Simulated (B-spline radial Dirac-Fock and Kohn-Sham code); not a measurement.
**Ionisation of each subshell: I²²⁺**

System: I²²⁺, 1s2 2s2 2p6 3s2 3p6 3d10 4s2 4p1; nuclear rms radius 4.75 fm (A = 127).

Input of the calculation (task.json; shells as n, l, electrons):

```json
{"items": [{
  "Z": 53,
  "q": 22,
  "cfg": [[1, 0, 2], [2, 0, 2], [2, 1, 6], [3, 0, 2], [3, 1, 6], [3, 2, 10], [4, 0, 2], [4, 1, 1]],
  "A": 127,
  "rrms": 4.75,
  "do": ["binding"]
}]}
```

Run with: `python xray_run.py task.json out`

These are calculated numbers from a radial finite-basis atomic code; the model is ΔSCF Dirac-Fock with Breit, self-energy and vacuum polarisation, finite nucleus, configuration average. No correlation. Energies are counted from the vacuum level.

All terms are in eV, carry their sign (relaxation lowers the binding energy) and add up to the binding energy; ⟨r⟩ is the mean radius of the orbital in the initial state.

```csv
subshell,−ε (Koopmans),relaxation,Gaunt,retardation,QED,binding energy,⟨r⟩ (bohr)
K,34029.1,-49.71,-83.74,6.76,-39.19,33863.2,0.027
L1,5906.8,-20.22,-8.00,0.50,-4.96,5874.2,0.116
L2,5570.4,-23.51,-14.10,1.58,0.35,5534.8,0.098
L3,5269.7,-22.27,-10.15,1.89,-0.20,5238.9,0.104
M1,1721.6,-3.72,-1.39,0.09,-1.05,1715.6,0.308
M2,1581.0,-4.20,-2.46,0.27,0.07,1574.7,0.299
M3,1521.2,-3.87,-1.70,0.34,-0.04,1516.0,0.310
M4,1281.2,-5.06,-0.95,0.09,0.10,?,0.280
M5,1268.7,-4.90,-0.60,0.09,0.07,1263.3,0.283
N1,731.2,-0.30,-0.41,0.04,-0.28,730.2,0.659
"N2,3",673.8,-0.27,-0.54,0.10,0.00,673.1,0.682
```

Q: Which binding energy belongs in the row of M4?

A: 1275.4 eV, the sum of the terms in that row (to rounding).

For the deepest level, K (1s), the Breit terms make up -0.227 % of the binding energy, QED -0.116 % and orbital relaxation -0.147 %.

Spin-orbit splittings: 2p 295.9 eV, 3p 58.69 eV, 3d 12.06 eV.

Going to the tabulated ground configuration of the next ion removes an electron from N2,3 (4p), computed at 673.1 eV. NIST lists 683 ± 4 eV as the ionisation energy of this species (theoretical), +9.92 eV from the computed value. Where a p, d or f shell is open in either ion the computed value averages over both j values and all terms, while the table refers to the lowest levels; that difference holds spin-orbit splitting (largest in heavy or highly charged ions), term energies where several electrons share open shells, and correlation, and it can reach 10 % or more.
